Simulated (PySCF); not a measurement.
## Finite-field polarisability of He (helium, neutral)

1s2, closed-shell 1S. Calculation: PySCF 2.14, in x2c-QZVPPall with one added diffuse shell each of s, p, d type (5s4p3d1f, 39 functions); scalar relativity by spin-free X2C-1e. Frozen: nothing. Energy changes in a uniform field (μhartree):

```json
{"axis": "x", "F (au)": "0.012", "HF": "-94.852", "MP2": "-97.471", "CCSD": "-99.241", "CCSD(T)": "-99.241"}
{"axis": "x", "F (au)": "0.024", "HF": "-379.641", "MP2": "-390.145", "CCSD": "-397.244", "CCSD(T)": "-397.244"}
```

Derive α along x at CCSD(T) from the two fields.

With ΔE = −αF²/2 − γF⁴/24, α = −(16 ΔE(F) − ΔE(2F))/(6F²) = 1.378 bohr³.

And the mean polarisability at each level?

HF 1.317, MP2 1.353, CCSD 1.378, CCSD(T) 1.378 bohr³. Reference: 1.384 bohr³ (recommended; Schwerdtfeger and Nagle, table of static dipole polarizabilities (2023 update)).
